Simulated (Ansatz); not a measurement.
A made-up structure of AlHBrO, doublet:

```xyz
4
angstrom
O 0.1479 0.0640 0.0312
Al 0.4829 -1.2633 1.0849
Br -1.5240 0.0306 -0.7832
H 0.8203 0.7522 -0.0915
```

It is relaxed with PBE-D4/def2-SVP and then PBE0-D4/def2-TZVP (Ansatz 0.2.0). Atoms count as bonded within 1.22 times the sum of their covalent radii (H–H: 0.88 Å). The end point is not checked to be a true minimum.

Q: Does its bonding change? (Judge from chemistry; the calculation decides.)

A: By the calculation: Yes. Formed: Al2–Br3; broken: O1–Br3.

Where it ends: The first stage lowers the energy by 4.08 eV in 22 steps. It ends as AlHBrO ([OH][Al][Br]):
| atom | x (Å) | y (Å) | z (Å) |
| --- | --- | --- | --- |
| O1 | 1.1035 | 0.1651 | 0.4405 |
| Al2 | -0.1703 | -0.9419 | 0.5413 |
| Br3 | -2.0901 | -0.5975 | -0.6436 |
| H4 | 1.0840 | 0.9578 | -0.0969 |

Labels in which every atom is bracketed show which atoms are joined, not bond orders.

For scale, one of the runs: PBE0-D4/def2-TZVP relaxation, 122 basis functions, launched by `ansatz run in.yaml --threads 2 --pin off --events-out ev --progress --plain --max-ram 4352MiB`. Hardware: 2 CPU threads of an Intel Xeon Platinum 8259CL, shared host. Wall time about 31 s.
